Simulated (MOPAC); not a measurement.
Job for MOPAC: PM3 on FHSi (SMILES F[SiH]), a point of a bond scan (R = 1.620 Å).

```
PM3 1SCF PRECISE CHARGE=0 THREADS=1
FHSi

Si    -0.20727404 1    -0.34538525 1     0.44957300 1
H     -1.00310898 1    -1.19489806 1    -0.55576776 1
F      0.43388284 1     0.67003240 1    -0.63758381 1
```

Program output:

```
*******************************************************************************
 **                                                                           **
 **                              MOPAC v23.2.5                                **
 **                                                                           **
 *******************************************************************************
 ** MOPAC's Digital Object Identifier: https://doi.org/10.5281/zenodo.6511958 **
 **                                                                           **
 ** Please cite the open-source release paper for use of this MOPAC version:  **
 ** J. E. Moussa and J. J. P. Stewart (2026)                                  **
 ** MOPAC: An open-source semiempirical molecular orbital program             **
 ** J. Open Source Softw., 11(119), 8025, https://doi.org/10.21105/joss.08025 **
 *******************************************************************************

                              PM3 CALCULATION RESULTS

 *******************************************************************************
 *  PM3        - The PM3 Hamiltonian to be used
 *
 *
 *
 *                 CHARGE ON SYSTEM = 0
 *
 *
 *
 *  PRECISE    - TIGHTER CRITERIA TO BE USED
 *  1SCF       - DO 1 SCF AND THEN STOP
 *  THREADS=1  - MULTI-THREADING NOT USED
 *  T=         - A TIME OF 172800.0 SECONDS REQUESTED
 *  DUMP=N     - RESTART FILE WRITTEN EVERY 7200.0 SECONDS REQUESTED
 *******************************************************************************
PM3 1SCF PRECISE CHARGE=0 THREADS=1
 FHSi

   ATOM   CHEMICAL          X               Y               Z
  NUMBER   SYMBOL      (ANGSTROMS)     (ANGSTROMS)     (ANGSTROMS)

     1      Si         -0.20727404  *  -0.34538525  *   0.44957300  *
     2       H         -1.00310898  *  -1.19489806  *  -0.55576776  *
     3       F          0.43388284  *   0.67003240  *  -0.63758381  *



          CARTESIAN COORDINATES

    NO.       ATOM           X           Y           Z

     1        Si         -0.2073     -0.3454      0.4496
     2         H         -1.0031     -1.1949     -0.5558
     3         F          0.4339      0.6700     -0.6376

  H: (PM3): J. J. P. STEWART, J. COMP. CHEM. 10, 209 (1989).
  F: (PM3): J. J. P. STEWART, J. COMP. CHEM. 10, 209 (1989).
 Si: (PM3): J. J. P. STEWART, J. COMP. CHEM. 10, 209 (1989).

           Empirical Formula: H Si F  =     3 atoms



      MOLECULAR POINT GROUP   :   Cs


      RHF CALCULATION, NO. OF DOUBLY OCCUPIED LEVELS = 6


 -------------------------------------------------------------------------------
 PM3 1SCF PRECISE CHARGE=0 THREADS=1
 FHSi



     1SCF WAS SPECIFIED, SO BFGS WAS NOT USED
     SCF FIELD WAS ACHIEVED


                              PM3 CALCULATION
                                                       MOPAC v23.2.5 Linux




          FINAL HEAT OF FORMATION =        -36.22972 KCAL/MOL =    -151.58514 KJ/MOL


          COSMO AREA              =         82.61 SQUARE ANGSTROMS
          COSMO VOLUME            =         68.83 CUBIC ANGSTROMS

          IONIZATION POTENTIAL    =          8.253653 EV
          HOMO LUMO ENERGIES (EV) =         -8.254 -1.891
          NO. OF FILLED LEVELS    =          6
          MOLECULAR WEIGHT        =         48.0918         POINT GROUP:  Cs

          MOLECULAR DIMENSIONS (Angstroms)

            Atom       Atom       Distance
            F     3    H     2     2.35576
            H     2   Si     1     1.05095
           Si     1    F     3     0.00000


          SCF CALCULATIONS        =          1





   ATOM   CHEMICAL          X               Y               Z
  NUMBER   SYMBOL      (ANGSTROMS)     (ANGSTROMS)     (ANGSTROMS)

     1      Si         -0.20727404  *  -0.34538525  *   0.44957300  *
     2       H         -1.00310898  *  -1.19489806  *  -0.55576776  *
     3       F          0.43388284  *   0.67003240  *  -0.63758381  *

                             CARTESIAN COORDINATES

   1   Si       -0.207274040    -0.345385250     0.449573000
   2    H       -1.003108980    -1.194898060    -0.555767760
   3    F        0.433882840     0.670032400    -0.637583810


           Empirical Formula: H Si F  =     3 atoms



      MOLECULAR POINT GROUP   :   Cs


                  EIGENVALUES
 -21.37902 -16.71327 -16.32513 -15.82416 -12.04707  -8.25365  -1.89147   1.64517
   2.09109


              NET ATOMIC CHARGES AND DIPOLE CONTRIBUTIONS

  ATOM NO.   TYPE          CHARGE      No. of ELECS.   s-Pop       p-Pop
    1         Si           0.545483        3.4545     1.75565     1.69886
    2          H          -0.266256        1.2663     1.26626
    3          F          -0.279228        7.2792     1.63570     5.64353
 DIPOLE           X         Y         Z       TOTAL
 POINT-CHG.     0.158    -0.275     2.744     2.762
 HYBRID        -0.316     0.142    -3.148     3.167
 SUM           -0.158    -0.133    -0.404     0.454


          ATOMIC ORBITAL ELECTRON POPULATIONS

     Atom    s        px        py        pz
    1 Si   1.75565   0.34473   0.45902   0.89511
    2  H   1.26626
    3  F   1.63570   1.88305   1.86434   1.89614

 **********************
 *                    *
 * JOB ENDED NORMALLY *
 *                    *
 **********************




 == MOPAC DONE ==
```

The run finished.

Cost: about 0.020 core-seconds (a rough figure).
